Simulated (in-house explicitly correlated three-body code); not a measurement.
Computed with an exponentially correlated three-body code. Model: two electrons around a point charge, non-relativistic, variational in 260 exponentially correlated functions (energies converged to about 1e-7 hartree, or 1e-8 relative for large Z).

Command:
```bash
python run_hyl.py task.json out
```
Settings (lengths in bohr, energies in hartree):
```
Z                      6
screening              3.6
interaction_strength   1
functions              260
states_tried           1
```

Run time, properties included: 19 s on 1 thread of Arm Neoverse N1, on a shared host.

**Ground state only, binding against the one-electron ion.**

Given: nuclear charge 6; Yukawa screening of all interactions 3.6 1/bohr.

Computed: one-electron threshold -3.82089267 hartree.

| term | energy (hartree) | binding (eV) |
| --- | --- | --- |
| 1 1S | -6.65015337 | 76.988 |

**Converged states only, values per electron or pair (inverse distances are <exp(-kr)/r>).**

```tsv
term	mean r (bohr)	mean r squared (bohr²)	mean inverse r (1/bohr)	mean r12 (bohr)	mean inverse r12 (1/bohr)	mean cosine	mean p1 dot p2 (bohr⁻²)	delta r1 (bohr⁻³)	delta r12 (bohr⁻³)
1 1S	0.35789	0.18475	2.4049	0.5362	0.89632	-0.015857	0.31062	40.153	3.1389
```

**Static dipole response.**

```csv
state,polarisability (bohr³)
1 1S,0.039425
```
